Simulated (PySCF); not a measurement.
Computed properties of VO₂Cl, SMILES [Cl][V](=[O])=[O], multiplicity 1

VO2Cl, SMILES [Cl][V](=[O])=[O], multiplicity 1. The structure is a stationary point at PBE0-D3(BJ)/def2-SVP. The spin state was assumed, not searched. The values are those of a single conformer. All values are computed for the isolated molecule unless a solvent is named; none is compared with measurement here.

**Structure.** The optimised structure has Cs symmetry. All 6 harmonic modes at PBE0-D3(BJ)/def2-SVP (PySCF) are real, so it is a minimum. With heavy atoms numbered as in [V:1](=[O:2])(=[O:3])[Cl:4], the shortest bond between them is V1–O2 at 1.556 Å and the longest V1–Cl4 at 2.177 Å.

**Vibrations.** The strongest infrared lines (harmonic, unscaled, degenerate partners summed) lie at 1140 cm⁻¹ (243 km/mol, O 69 %, V 31 %), 1152 cm⁻¹ (127 km/mol, O 80 %, V 20 %), 140 cm⁻¹ (57 km/mol, O 47 %, V 39 %, Cl 13 %). The softest mode is at 140 cm⁻¹ and the zero-point energy is 5.0 kcal/mol.

**Electronic structure.** HF/def2-TZVPD (PySCF) places the frontier levels at -12.89 and -1.06 eV, a gap of 11.83 eV, and gives a dipole moment of 3.32 D and a mean polarisability of 46.0 bohr³. PBE/def2-TZVPD (PySCF) at the same geometry gives -7.65 and -5.21 eV, so its gap is 9.39 eV narrower. An orbital gap is neither the optical nor the fundamental gap.

**Excitations.** TDDFT-B3LYP/def2-SVPD (PySCF) has S1 at 2.79 eV (444 nm, f = 0.000, dark); the most intense of the 10 singlets computed lies at 4.45 eV (f = 0.02). T1 (TDA) is at 2.66 eV. TDDFT-PBE/def2-SVPD (PySCF) puts S1 at 2.48 eV.
